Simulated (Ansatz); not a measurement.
Basis-set extrapolation for CH6BFOSi2, SMILES `F[SiH2]B1CO[SiH2]1` (PBE0-D4/def2-TZVP geometry, frozen core, the Gaussian-basis code of Ansatz). Multiplicity 1, RHF reference.

```
                      def2-TZVPP   def2-QZVPP
                 HF  -818.370215  -818.399692
    MP2 correlation    -0.975991    -1.054778
CCSD(T) correlation    -1.065648      not run
```

Energies in hartree. Use E(X) = E(∞) + A·exp(−7.88·√X) for Hartree–Fock and E(X) = E(∞) + B·X^(−2.97) for correlation, with X = 3 and 4, and add CCSD(T) minus MP2 of the smaller set to the MP2 limit.

Q: What is the CCSD(T) energy at the basis-set limit?

A: HF limit: -818.399692 + (-0.029477) × 0.13774 = -818.40375. MP2 limit: -1.054778 + (-0.078787) × 0.74074 = -1.11314. Higher-order term: -1.065648 − (-0.975991) = -0.08966. Total: -819.60655 hartree, 107.1 kcal/mol below CCSD(T)/def2-TZVPP.
